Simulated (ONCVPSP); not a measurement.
Before and after: ONCV potential for nickel (Ni)

* Element: nickel (Ni)
* Generator: ONCVPSP 4.0.1
* Type: optimised norm-conserving Vanderbilt (ONCV)
* Functional: PBEsol
* Relativity: scalar-relativistic
* Frozen core: [Ne]
* Valence charge: 18
* Reference configuration: 3s2 3p6 3d8 4s2
* Partial waves: 3s+4s: rc 1.30 bohr, ncon 4, nbas 9, qcut 8.1 1/bohr, 2 projectors; 3p: rc 1.00 bohr, ncon 3, nbas 8, qcut 14.8 1/bohr, 2 projectors, debl 2.5 Ha; 3d: rc 0.95 bohr, ncon 3, nbas 8, qcut 13.9 1/bohr, 1 projector; f scattering state at 0.19 Ha: rc 1.20 bohr, ncon 4, nbas 8, qcut 10.6 1/bohr, 2 projectors, debl 2.3 Ha
* Local potential: polynomial inside 0.85 bohr (lpopt 5, dvloc0 0 Ha)
* Core correction: Teter function, parameters optimised by the program

In the p channel the program set the typed energies aside and used -2.619, 0.250 Ha.

Change: p: qcut 8.7.

Cutoffs: the cutoffs (Ha) at which the residual kinetic energy of the hardest occupied pseudo-wave falls to 1 and 0.1 mHa per electron; they do not see the model core or the augmentation charge, which bear on the density cutoff. Errors are all-electron minus pseudo energies relative to the spin-unpolarised reference configuration.

Q: Predict the effect on cutoff, ghosts and configuration errors.

A: The potential gets harder (83 Ha and 94 Ha → 83 Ha and 126 Ha); the errors of the 4 common tests hardly move; neither file shows a bound ghost.

| quantity | base | changed |
| --- | --- | --- |
| cutoff, loose | 83 Ha | 83 Ha |
| cutoff, tight | 94 Ha | 126 Ha |
| loose cutoff by channel | s 15 Ha, p 39 Ha, d 83 Ha | s 15 Ha, p 37 Ha, d 83 Ha |
| bound ghosts | none | none |
| GHOST(+) flags under 300 eV | none | none |
| error for 3s2 3p6 3d8 4s1, meV [ΔE 9.34 eV] | -0.4 | -0.4 |
| error for 3s2 3p6 3d8 4s0, meV [ΔE 26.60 eV] | 0.0 | 0.0 |
| error for 3s2 3p6 3d7 4s0, meV [ΔE 64.04 eV] | -18 | -18 |
| error for 3s2 3p6 3d8 4s1 4p1, meV [ΔE 4.63 eV] | -0.4 | -0.4 |
| s: phases at 1.32 bohr within 0.05 rad from the reference energy up to (Ha; the scan ends near 5) | to the end of the scan | to the end of the scan |
| p: phases at 1.01 bohr within 0.05 rad from the reference energy up to (Ha; the scan ends near 5) | to the end of the scan | to the end of the scan |
| d: phases at 0.97 bohr within 0.05 rad from the reference energy up to (Ha; the scan ends near 5) | 4.9 | 4.9 |
| f: phases at 1.22 bohr within 0.05 rad from the reference energy up to (Ha; the scan ends near 5) | to the end of the scan | to the end of the scan |
| rms error of d²Exc/dni dnj with the model core, mHa | 0.91 | 0.94 |
